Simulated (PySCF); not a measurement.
CH₂AlF₃O₂, SMILES [OH][Al]([OH])[C](F)(F)F.

Geometry: B3LYP-D3(BJ)/def2-SVP. The structure was generated by enumeration; whether it is a known compound was not checked. One conformer was computed; it need not be the lowest.

All values below come from B3LYP-D3(BJ)/def2-SVP run with PySCF.

Frequencies are harmonic and unscaled.

A small imaginary wavenumber (i) marks a very flat motion, where grid noise or a shallow saddle decides the sign.

Computed vibrational spectrum:
```json
[
 {"mode": "1", "ν (cm⁻¹)": "6i", "IR (km/mol)": "0.0", "moving atoms (share of kinetic energy)": "O 48 %, F 47 %"},
 {"mode": "2", "ν (cm⁻¹)": "111", "IR (km/mol)": "0.1", "moving atoms (share of kinetic energy)": "O 46 %, F 41 %"},
 {"mode": "3", "ν (cm⁻¹)": "128", "IR (km/mol)": "0.1", "moving atoms (share of kinetic energy)": "F 65 %, O 15 %"},
 {"mode": "4", "ν (cm⁻¹)": "204", "IR (km/mol)": "9.0", "moving atoms (share of kinetic energy)": "O 60 %, F 20 %, H 17 %"},
 {"mode": "5", "ν (cm⁻¹)": "247", "IR (km/mol)": "0.2", "moving atoms (share of kinetic energy)": "F 55 %, O 22 %, Al 13 %"},
 {"mode": "6", "ν (cm⁻¹)": "275", "IR (km/mol)": "1.9", "moving atoms (share of kinetic energy)": "H 92 %"},
 {"mode": "7", "ν (cm⁻¹)": "294", "IR (km/mol)": "36.1", "moving atoms (share of kinetic energy)": "Al 63 %, F 18 %, O 13 %"},
 {"mode": "8", "ν (cm⁻¹)": "345", "IR (km/mol)": "284.0", "moving atoms (share of kinetic energy)": "H 83 %, O 15 %"},
 {"mode": "9", "ν (cm⁻¹)": "377", "IR (km/mol)": "38.5", "moving atoms (share of kinetic energy)": "Al 43 %, F 27 %, H 19 %, O 11 %"},
 {"mode": "10", "ν (cm⁻¹)": "408", "IR (km/mol)": "352.6", "moving atoms (share of kinetic energy)": "H 86 %, O 13 %"},
 {"mode": "11", "ν (cm⁻¹)": "498", "IR (km/mol)": "19.7", "moving atoms (share of kinetic energy)": "H 56 %, O 40 %"},
 {"mode": "12", "ν (cm⁻¹)": "516", "IR (km/mol)": "0.3", "moving atoms (share of kinetic energy)": "F 92 %"},
 {"mode": "13", "ν (cm⁻¹)": "517", "IR (km/mol)": "0.1", "moving atoms (share of kinetic energy)": "F 91 %"},
 {"mode": "14", "ν (cm⁻¹)": "719", "IR (km/mol)": "13.6", "moving atoms (share of kinetic energy)": "F 80 %, C 12 %"},
 {"mode": "15", "ν (cm⁻¹)": "833", "IR (km/mol)": "150.1", "moving atoms (share of kinetic energy)": "O 50 %, Al 30 %, H 11 %, F 8 %"},
 {"mode": "16", "ν (cm⁻¹)": "974", "IR (km/mol)": "99.9", "moving atoms (share of kinetic energy)": "Al 50 %, O 45 %"},
 {"mode": "17", "ν (cm⁻¹)": "1094", "IR (km/mol)": "228.7", "moving atoms (share of kinetic energy)": "C 71 %, F 29 %"},
 {"mode": "18", "ν (cm⁻¹)": "1120", "IR (km/mol)": "251.0", "moving atoms (share of kinetic energy)": "C 71 %, F 28 %"},
 {"mode": "19", "ν (cm⁻¹)": "1226", "IR (km/mol)": "126.2", "moving atoms (share of kinetic energy)": "C 76 %, F 21 %"},
 {"mode": "20", "ν (cm⁻¹)": "3953", "IR (km/mol)": "84.8", "moving atoms (share of kinetic energy)": "H 94 %"},
 {"mode": "21", "ν (cm⁻¹)": "3959", "IR (km/mol)": "138.3", "moving atoms (share of kinetic energy)": "H 94 %"}
]
```
